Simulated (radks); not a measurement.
The iron ion Fe2+, 24 electrons, occupied as [Ar] 3d6.

Calculated with a radial shooting solver on a logarithmic mesh with Libxc functionals: non-relativistic Kohn-Sham, PBE, spin-polarised, spherical densities, point nucleus; open shells are filled with parallel spins first.

Energy parts (eV):
| part | energy |
|---|---|
| total | -34355.371 |
| kinetic | 34329.386 |
| electron-nucleus | -81318.369 |
| Hartree | 14127.535 |
| exchange-correlation | -1493.923 |

Orbitals (lengths in bohr, moments of r in powers of bohr; r(90%) holds 90 % of the orbital's charge):
| orbital | occ. | eigenvalue (eV) | r(90%) |
|---|---|---|---|
| 1s down | 1 | -6951.123 | 0.105 |
| 1s up | 1 | -6951.109 | 0.105 |
| 2s up | 1 | -824.6608 | 0.418 |
| 2s down | 1 | -822.7096 | 0.418 |
| 2p up | 3 | -713.9559 | 0.388 |
| 2p down | 3 | -712.5034 | 0.387 |
| 3s up | 1 | -111.8738 | 1.23 |
| 3s down | 1 | -107.5053 | 1.23 |
| 3p up | 3 | -79.5563 | 1.33 |
| 3p down | 3 | -75.2574 | 1.34 |
| 3d up | 5 | -27.3549 | 1.82 |
| 3d down | 1 | -23.4057 | 1.94 |
| 4s up | 0 | -20.4694 | 3.67 |
| 4s down | 0 | -19.0432 | 3.79 |
| 4p up | 0 | -14.6207 | 4.37 |
| 4p down | 0 | -13.5163 | 4.55 |

The highest occupied level is 3d down at -23.406 eV. The density falls to 0.001 e/bohr^3 at r = 3.03 bohr. Spin moment in Bohr magnetons: 4. The spin density at the nucleus is -0.876 e/bohr^3 (1s -0.019, 2s -1.647, 3s 0.790), a Fermi contact field of -45.9 T. The electron density at the nucleus is 1.191e+04 e/bohr^3. Summed over all electrons, <r^2> = 16.27 bohr^2, which gives a Langevin (diamagnetic) susceptibility term of -12.9 x 10^-6 cm^3/mol. Virial ratio -V/T = 2.00076.
